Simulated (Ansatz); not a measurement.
Molecule: PH, net charge 0, triplet state. SMILES: [PH]
Structure (B3LYP-D3(BJ)/def2-TZVP (Ansatz, a first-principles code) minimum search):
```xyz
2

P      0.0000     0.0000    -0.0893
H      0.0000     0.0000     1.3392
```
Charge 0, spin multiplicity 3.

Quantity: atomisation energy (electronic, to ground-state atoms), in eV. Correlated levels leave the core frozen unless marked. Open shells are spin-unrestricted. No spin-orbit coupling. Non-relativistic. The coupled-cluster limit lacks core correlation, which all-electron functionals hold. Basis-set limits of correlation are two-point, X^-3; Hartree-Fock from the larger set (for Q and 5 zeta extrapolated as (X+1)exp(-9√X)).

```csv
level,program,atomisation energy (eV)
HF/def2-TZVPPD,Ansatz,2.25
```

**Question.** Predict the CCSD(T)/CBS(cc-pV(Q+d)Z,cc-pV(5+d)Z) result (Ansatz).

**Answer.** 3.18 eV
